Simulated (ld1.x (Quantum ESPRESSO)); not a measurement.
# What the settings do to the RRKJ potential of silver

Base potential:

- Element: silver (Ag)
- Generator: ld1.x (Quantum ESPRESSO) 7.5
- Type: norm-conserving RRKJ (Kleinman–Bylander form)
- Functional: LDA (PZ)
- Relativity: scalar-relativistic
- Frozen core: [Ar] 3d10 4s2
- Valence charge: 17
- Reference configuration: 4p6 4d10 5s1 5p0
- Partial waves: 4p (bound): rc 1.65 bohr; 4d (bound): rc 1.55 bohr; 5s (bound): rc 1.80 bohr
- Local potential: the s channel
- Core correction: a·sin(br)/r model core inside 1.15 bohr

All-electron outer shells of the reference configuration (LDA (PZ), scalar-relativistic, ld1.x):

```json
{"shell": "3d", "level (eV)": "-358.91", "outermost node (bohr)": "–", "outermost maximum (bohr)": "0.27"}
{"shell": "4s", "level (eV)": "-95.08", "outermost node (bohr)": "0.44", "outermost maximum (bohr)": "0.82"}
{"shell": "4p", "level (eV)": "-58.67", "outermost node (bohr)": "0.44", "outermost maximum (bohr)": "0.87"}
{"shell": "4d", "level (eV)": "-7.66", "outermost node (bohr)": "0.43", "outermost maximum (bohr)": "1.04"}
{"shell": "5s", "level (eV)": "-4.72", "outermost node (bohr)": "1.11", "outermost maximum (bohr)": "2.49"}
{"shell": "5p", "level (eV)": "-0.85", "outermost node (bohr)": "1.25", "outermost maximum (bohr)": "3.67"}
```

Cutoffs, loose and tight: the cutoffs (Ry, on a coarse ladder) from which the occupation-weighted sum of valence levels, in a spherical-Bessel basis at the reference potential, stays within 10 and 1 mRy of its value at 400 Ry. They do not see the model core or the augmentation charge, which bear on the density cutoff. Test errors are all-electron minus pseudo excitation energies from the reference, over the configurations 4p6 4d10 5s0 5p0; 4p6 4d9 5s0 5p0; 4p6 4d8 5s0 5p0; 4p6 4d10 5s0.5 5p0; 4p6 4d10 5s0 5p1; 4p5 4d10 5s1 5p0; 4p6 4d9 5s1 5p0 (two spin-polarised tests are not counted in the largest error). A dash means not determined; rows that change the core or the reference have their own tests.

```tsv
change	outcome	cutoff, loose	cutoff, tight	bound ghosts	largest test error (meV)
base	generated	60 Ry	70 Ry	none	-434
core correction a·sin(br)/r model core inside 1.86 bohr	generated	60 Ry	70 Ry	none	-434
wave 4p (bound): rc 1.65 bohr becomes 4p (bound): rc 1.76 bohr	generated	60 Ry	70 Ry	none	-435
local potential all-electron potential smoothed inside 1.25 bohr (lloc = -1)	failed: compute_chi: n is too large	–	–	–	–
```

What comes out with this change to the base: reference 4p6 4d10 5s0.5 5p0?

outcome: generated; cutoff, loose: 60 Ry; cutoff, tight: 70 Ry; bound ghosts: none; largest test error (meV): -967.

What comes out with this change to the base: all radii but the core radius scaled by about 1.06 (s 1.92, p 1.76, d 1.64 bohr)?

outcome: generated; cutoff, loose: 55 Ry; cutoff, tight: 70 Ry; bound ghosts: none; largest test error (meV): -460.

What comes out with this change to the base: core [Ar] 3d10, valence charge 19; reference 4s2 4p6 4d10 5s1 5p0; waves now 4s (bound): rc 1.20 bohr; 4d (bound): rc 1.95 bohr; 4p (bound): rc 0.40 bohr; local potential the p channel; core correction a·sin(br)/r model core inside 0.20 bohr?

outcome: failed: compute_phi: phi has nodes before r_c. Cause: the RRKJ expansion in Bessel functions gave a pseudo-wave with a node inside its radius.
